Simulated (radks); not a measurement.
The iridium ion Ir51+, 26 electrons, occupied as [Ar] 3d8. Calculated with a radial shooting solver on a logarithmic mesh with Libxc functionals: scalar-relativistic Kohn-Sham, LDA (Slater exchange, Perdew-Wang correlation), spin-polarised, spherical densities, finite nucleus; open shells are filled with parallel spins first (spin-orbit coupling, left out, can overturn this in heavy ions); Fermi nuclear charge, rms radius 5.4032 fm. Some entries of the table are withheld. Estimate them.

| orbital | occ. | eigenvalue (eV) | <1/r> (bohr^-1) |
|---|---|---|---|
| 1s up | 1 | -79022.99 | 92.08 |
| 1s down | 1 | -79022.67 | 92.09 |
| 2s up | 1 | -16227.32 | 21.64 |
| 2s down | 1 | -16218.12 | 21.65 |
| 2p up | 3 | -14498.85 | 19.41 |
| 2p down | 3 | -14491.24 | 19.42 |
| 3s up | 1 | -5818.927 | 8.283 |
| 3s down | 1 | -5808.858 | 8.275 |
| 3p up | 3 | -5309.593 | 7.632 |
| 3p down | 3 | -5299.550 | 7.623 |
| 3d up | 5 | (1) | 7.201 |
| 3d down | 3 | (2) | 7.195 |
| 4s up | 0 | -2924.540 | (3) |
| 4s down | 0 | -2921.004 | (4) |
| 4p up | 0 | -2726.235 | 3.923 |
| 4p down | 0 | -2722.801 | 3.919 |

Answer. 
(1) 3d up eigenvalue (eV): -4788.657
(2) 3d down eigenvalue (eV): -4776.392
(3) 4s up <1/r> (bohr^-1): 4.183
(4) 4s down <1/r> (bohr^-1): 4.179
